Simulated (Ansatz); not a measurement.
Z-matrix (Å, degrees):
```
Sn
I 1 2.665
I 1 2.665 2 109.0
I 1 2.665 2 109.0 3 -118.9
H 1 1.701 2 109.9 3 120.6
```

Total charge 0; spin multiplicity 1. I, Sn: def2 effective core potential.

**Question.** List the r2SCAN/def2-TZVPP orbital energies in eV (Ansatz 0.2.0). (Estimate.)

**Answer.** Computed: Occupied: -184.89, -184.89, -184.89, -138.89, -131.00, -131.00, -131.00, -130.75, -130.75, -130.75, -130.75, -130.75, -130.75, -93.73, -93.73, -93.62, -50.77, -50.77, -50.77, -50.69, -50.69, -50.69, -50.68, -50.68, -50.68, -50.48, -50.48, -50.48, -50.48, -50.48, -50.48, -28.10, -28.10, -28.04, -27.97, -27.97, -18.73, -18.13, -18.13, -13.36, -9.51, -9.06, -9.06, -7.40, -7.40, -7.25, -7.12, -7.12, -6.97. Lowest empty: -3.57, -1.53, -1.53, -0.10, 1.92, 1.92, 2.39, 2.73.
